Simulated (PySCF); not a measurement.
C₂H₉FSi₂, SMILES C[C@H]([SiH3])[SiH2]F.

The structure is a stationary point at PBE0-D3(BJ)/def2-SVP. The structure was generated by enumeration; whether it is a known compound was not checked. One conformer was computed; it need not be the lowest.

Calculation: r2SCAN/def2-TZVP (PySCF).

Isolated molecule, no solvent.

Computed frontier levels, gap, dipole moment and polarisability:
```
Quantity                                                                                                        Value
---------------------------------------------------------------------------------------------  ----------------------
highest occupied level                                                                                       -7.48 eV
lowest empty level                                                                                           -0.59 eV
orbital gap                                                                                                   6.89 eV
dipole moment                                                                                               0.251 e·Å
quadrupole, principal values (traceless, Buckingham form, about the centre of nuclear charge)   -6.97, 3.13, 3.84 D·Å
mean static polarisability                                                                      76.3 bohr³ (11.30 Å³)
polarisability, principal values                                                               67.7, 78.3, 82.8 bohr³
```
